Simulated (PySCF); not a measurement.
A side-by-side comparison of computed properties.

First species: C₄H₁₂GeO.
SMILES: `CC[O][GeH2][CH2]C`

Second species: C₄H₁₂GeO.
SMILES: `CCC[O][GeH2][CH3]`

Levels: wB97X-D/def2-SVPD for dipole moment, HOMO energy, LUMO energy, HOMO–LUMO gap, static isotropic polarisability and electronic spatial extent ⟨r²⟩ about the centre of nuclear charge; TDDFT wB97X-D/def2-SVPD for lowest singlet excitation; TDA wB97X-D/def2-SVPD for lowest triplet excitation (Tamm–Dancoff); ΔSCF wB97X-D/def2-SVPD for vertical ionisation energy; PBE0-D3(BJ)/def2-SVP for rotational constant A and rotational constant C. Geometries: PBE0-D3(BJ)/def2-SVP. All species are isolated and taken at one optimised geometry, non-relativistic unless stated; the electronic structure was computed with PySCF and density fitting.

The conformers computed, where there is a choice (atom-mapped SMILES and torsion angles):
- `[CH3:1][CH2:2][O:3][GeH2:4][CH2:5][CH3:6]`: C1–C2–O3–Ge4 175°, C2–O3–Ge4–C5 -177°, O3–Ge4–C5–C6 175°
- `[CH3:1][CH2:2][CH2:3][O:4][GeH2:5][CH3:6]`: C1–C2–C3–O4 -60°, C2–C3–O4–Ge5 178°, C3–O4–Ge5–C6 180°

Question: Which has the higher ⟨r²⟩?

Answer: The first: 1348 bohr² against 1338 bohr², a difference of 10 bohr².

Question: Which has the higher static isotropic polarisability?

Answer: The first: 85.9 au against 85.3 au, a difference of 0.6 au.

Question: Which of the two has the higher S1 energy, and by how much?

Answer: The second: 6.99 eV against 6.93 eV, a difference of 0.06 eV.

Question: Which has the higher rotational constant A?

Answer: The first: 8.139 GHz against 5.653 GHz, a difference of 2.486 GHz.

Question: Which of the two has the higher rotational constant C, and by how much?

Answer: The first: 0.901 GHz against 0.889 GHz, a difference of 0.012 GHz.

On the first: S1 lies 4.53 eV below the HOMO–LUMO gap; its leading configuration is HOMO→LUMO+1, weight 0.45, beside HOMO→LUMO, weight 0.39. The ΔSCF ionisation energy exceeds −ε(HOMO) by 0.21 eV with wB97X-D. Relativistic effects, spin–orbit coupling among them, are left out although an element past zinc is present.

On the second: No computed singlet falls in the visible range (750 to 380 nm, 1.65 to 3.26 eV); S1 lies 3.73 eV above its blue end. Relativistic effects, spin–orbit coupling among them, are left out although an element past zinc is present.
